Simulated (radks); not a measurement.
Results of a calculation; reference values are marked as such.
Species: I+. Configuration: [Kr] 4d10 5s2 5p4 (the NIST ground configuration). Level of theory: Dirac Kohn-Sham, BLYP, spin-unpolarised, spherical densities, finite nucleus; open shells fill j = l - 1/2 first; Fermi nuclear charge, rms radius 4.75 fm (a radial shooting solver on a logarithmic mesh with Libxc functionals).

Normalised radial functions P(r) = r R(r) (large component), r in bohr:

r           4d3/2
0.005192   0.0004
0.008258   0.0013
0.01313    0.0044
0.02089    0.0145
0.03322    0.0451
0.05284    0.1270
0.08471    0.3050
0.1347     0.5455
0.2143     0.5923
0.3408     0.0556
0.542     -0.8444
0.8619    -1.1211
1.371     -0.6114
2.18      -0.1454
3.467     -0.0117
5.515     -0.0002
8.841     0.0000
14.06     0.0000

4d3/2: eigenvalue -60.343 eV, 1 radial node at r = 0.351 bohr, <r> = 0.914 bohr, 90 % of the charge inside 1.40 bohr.
